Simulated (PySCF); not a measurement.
Molfile (atoms numbered from 1):
```
C2H6O3Si
     RDKit          3D

 12 11  0  0  0  0  0  0  0  0999 V2000
   -1.8505   -0.8745   -0.0795 C   0  0  0  0  0  0  0  0  0  0  0  0
   -1.1055   -0.0050   -0.8924 O   0  0  0  0  0  0  0  0  0  0  0  0
    0.1098    1.0010   -0.5617 Si  0  0  0  0  0  4  0  0  0  0  0  0
    1.4465    0.0770    0.4719 C   0  0  0  0  0  0  0  0  0  0  0  0
    1.2052   -0.8083    1.2606 O   0  0  0  0  0  0  0  0  0  0  0  0
    2.7013    0.4857    0.2519 O   0  0  0  0  0  0  0  0  0  0  0  0
   -2.2894   -1.6359   -0.7249 H   0  0  0  0  0  0  0  0  0  0  0  0
   -2.6489   -0.3243    0.4225 H   0  0  0  0  0  0  0  0  0  0  0  0
   -1.2154   -1.3498    0.6686 H   0  0  0  0  0  0  0  0  0  0  0  0
   -0.2755    2.1580    0.2537 H   0  0  0  0  0  0  0  0  0  0  0  0
    0.5953    1.2964   -1.8963 H   0  0  0  0  0  0  0  0  0  0  0  0
    3.3282   -0.0210    0.7997 H   0  0  0  0  0  0  0  0  0  0  0  0
  1  2  1  0
  2  3  1  0
  3  4  1  0
  4  5  2  0
  4  6  1  0
  1  7  1  0
  1  8  1  0
  1  9  1  0
  3 10  1  0
  3 11  1  0
  6 12  1  0
M  END
```

PySCF calculation with shieldings: GIAO PBE0/pcSseg-1 and geometry from GFN2-xTB; in vacuum, a single conformation, relativity neglected, averaged over atoms made equivalent by symmetry, fast rotation or ring inversion.

Question: List the cross peaks expected in HSQC, COSY and HMBC spectra.

Answer: 

HSQC (one-bond C–H):
```tsv
δH	δC
4.18 (H7/H8/H9)	53.3 (C1)
```

HMBC (two and three bonds, from the bond graph):
```tsv
δH	δC
4.99 (H10/H11)	187.9 (C4), 53.3 (C1)
```

No COSY cross peaks are expected.

Scale: 1H and 13C vs TMS (reference shieldings calculated alike).

The OH or NH signal is concentration- and solvent-dependent in practice; the value given is the gas-phase one. Shifts are as computed. Against solution values, carbons near 30 ppm lie about +3 ppm off and those near 130 ppm about +5 ppm. Of 1211 compounds with measured shifts, 218 miss one by over three times the rms of a fit or turn the order of signals round; such compounds aren't used in these exercises. Hydrogen bonding in solution deshields acid and N–H amide carbonyl carbons by as much as 10 ppm beyond these values.
